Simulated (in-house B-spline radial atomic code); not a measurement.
## Cr2+: [Ar] 3d4

Level of theory: Dirac-Kohn-Sham PBE, spherical fractional occupations, Fermi nucleus of rms radius 3.6452 fm; calculated with a B-spline radial code for spherical atoms.

Screening seen three ways: the hydrogenic charge with the same mean radius, Z_r = [3n² - l(l+1)]/(2<r>), the one with the same energy, Z_e = n√(-2ε), and Slater's rules. Values are occupation-weighted means over j.

```
shell  electrons   ε (eV)  <r> (bohr)    Z_r    Z_e  Slater
   1s          2  -5901.1     0.06355  23.60  20.83   23.70
   2s          2  -688.45      0.2929  20.48  14.23   19.85
   2p          6  -582.01      0.2598  19.24  13.08   19.85
   3s          2   -95.13      0.8976  15.04   7.93   12.75
   3p          6  -66.452      0.9561  13.07   6.63   12.75
   3d          4  -22.856       1.228   8.55   3.89    4.95
```

The least bound orbital is 3d5/2 at -22.82 eV, and it is also the most diffuse (<r> = 1.23 bohr).

Spin-orbit splittings of the orbital energies (j = l + 1/2 above j = l - 1/2 when positive): 2p 8.647 eV, 3p 1.033 eV, 3d 0.09473 eV.

For the 1s electron the small component carries 0.742 % of the norm, the zero-frequency Breit interaction raises the level by 6.473 eV, self-energy by 3.136 eV, and vacuum polarisation lowers it by 0.2555 eV.
